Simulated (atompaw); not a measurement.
**Pseudopotential generation for Ga (Z = 31): PAW (atompaw), PBE, scalar-relativistic.**

Ga, PAW, made with atompaw 4.2.0.5 (PBE, scalar-relativistic). Core [Ne] 3s2, reference 3p6 3d10 4s1 4p2. Waves: 4s (bound): rc 1.80 bohr; 4s channel at 0.05 Ry: rc 1.80 bohr; 3p (bound): rc 1.00 bohr; 4p (bound): rc 1.05 bohr; 3d (bound): rc 1.20 bohr; 3d channel at 1.05 Ry: rc 1.20 bohr. Local part: bessel scheme, radius 1.40 bohr. Core correction: smooth core density matched at 1.15 bohr. Augmentation charge: sinc compensation charge, radius 1.50 bohr; PAW radius 1.80 bohr; waves and projectors: custom polynom vanderbiltortho.

All-electron outer shells of the reference configuration (PBE, scalar-relativistic, ld1.x):

```json
{"shell": "2p", "level (eV)": "-1100.70", "outermost node (bohr)": "–", "outermost maximum (bohr)": "0.15"}
{"shell": "3s", "level (eV)": "-150.06", "outermost node (bohr)": "0.27", "outermost maximum (bohr)": "0.56"}
{"shell": "3p", "level (eV)": "-100.79", "outermost node (bohr)": "0.24", "outermost maximum (bohr)": "0.56"}
{"shell": "3d", "level (eV)": "-21.04", "outermost node (bohr)": "–", "outermost maximum (bohr)": "0.53"}
{"shell": "4s", "level (eV)": "-10.04", "outermost node (bohr)": "0.80", "outermost maximum (bohr)": "1.87"}
{"shell": "4p", "level (eV)": "-3.35", "outermost node (bohr)": "0.87", "outermost maximum (bohr)": "2.47"}
```

Results:

```
Cutoffs needed                                           : 120 Ry and 200 Ry (the cutoffs (Ry, on a coarse ladder) from which the occupation-weighted sum of valence levels, in a spherical-Bessel basis at the reference potential, stays within 10 and 1 mRy of its value at 400 Ry)
Ghost test                                               : no extra level below or beside the all-electron valence levels (s, p, d, f tested) (spherical-Bessel basis up to 400 Ry, 20 bohr box)
Lowest eigenvalue of the overlap operator                : 0.22 (s channel)
Overlap eigenvalues printed by atompaw (projector basis) : 0.738, 1.52, 3.04, 102, 204, 1.33e+03
Share of each valence orbital outside the PAW sphere     : 4s 68 %, 3p 0 %, 4p 87 %, 3d 4 %
```

Generation and tests took about 5.8 s on one core of a shared server CPU.
